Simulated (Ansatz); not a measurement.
Mulliken charges of `[OH2+][In-]([F])([F])[F]` from ωB97M-V/def2-TZVPP in Ansatz (PBE0-D4/def2-TZVP geometry).

```
atom   x (Å)   y (Å)   z (Å)  charge (e)
  O1  -1.133   0.539   0.266      -0.304
 In2   0.704  -0.612  -0.373       1.282
  F3   1.046  -0.940   1.513      -0.497
  F4   0.238  -2.084  -1.527      -0.469
  F5   1.372   1.042  -1.147      -0.497
  H6  -1.155   0.530   1.232       0.242
  H7  -1.011   1.457  -0.009       0.242
```

By hand: the dipole of these point charges (1 e Å = 4.8032 D).

Σ q r = (-0.591, 0.459, 0.271) e Å, of length 0.796 e Å = 3.82 D.

How does the dipole of the full density compare? (Best estimate.)

Ansatz gave: (-0.562, 0.571, 0.358) e Å, 4.21 D; the point charges give 0.91 times that, at 8° from its direction.

Point charges leave out the atoms' own dipoles, such as those of lone pairs, and Mulliken's split depends on the basis, so the close match here is no proof of good charges.
